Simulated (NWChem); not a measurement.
# SnH3Br; SMILES [Br][SnH3]

```xyz
5

Sn     0.0000     0.0000    -0.9674
Br     0.0000     0.0000     1.5339
H      1.6235     0.2247    -1.4535
H     -1.0064     1.2936    -1.4535
H     -0.6171    -1.5184    -1.4535
```
Atoms are numbered in this order, from 1.

All runs use the structure optimised with PBE0/def2-SVP. No frequency run checked for a minimum. def2 effective core potentials on Sn; no spin-orbit coupling.

Question: List the 4 lowest vertical singlet excitations from CAM-B3LYP/def2-SVPD with def2 effective core potentials on Sn, TDA (NWChem).

Answer: 
```tsv
state	energy (eV)	oscillator strength	leading excitation (squared amplitude)
S1	5.65	0.019	HOMO → LUMO (0.92)
S2	5.65	0.019	HOMO−1 → LUMO (0.92)
S3	7.10	0.000	HOMO−1 → LUMO+1 (0.89)
S4	7.10	0.000	HOMO → LUMO+1 (0.89)
```
